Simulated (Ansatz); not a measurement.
Molecule: sum formula H5SiN2O2 (charge 0, doublet). It need not be the lowest isomer of its formula. 
Geometry from a B3LYP-D3(BJ)/def2-TZVP (Ansatz, a program for electronic structure) optimisation:
```
Si
O 1 1.6419
H 2 0.9608 1 115.95
O 1 1.6503 2 103.78 3 -16.31
H 4 0.9605 1 117.51 2 176.22
N 1 1.6958 2 106.80 3 -141.53
H 6 1.0051 1 122.43 2 -147.31
H 6 1.0054 7 113.70 1 -169.83
N 1 1.7384 2 119.83 3 101.29
H 9 1.0199 1 117.10 2 -12.61
```
Charge 0, spin multiplicity 2.

Dipole moments at this geometry, in debye (magnitudes).

```
level                    program  dipole (D)
-----------------------  -------  ----------
r2SCAN/def2-TZVPD         Ansatz        0.48
PBE0/def2-TZVPD           Ansatz        0.38
r2SCANh/def2-TZVPD        Ansatz        0.40
HSE06/def2-TZVPD          Ansatz        0.38
wB97X-V/def2-TZVPD        Ansatz        0.32
CCSD(T)/aug-cc-pV(D+d)Z   Ansatz        0.31
```
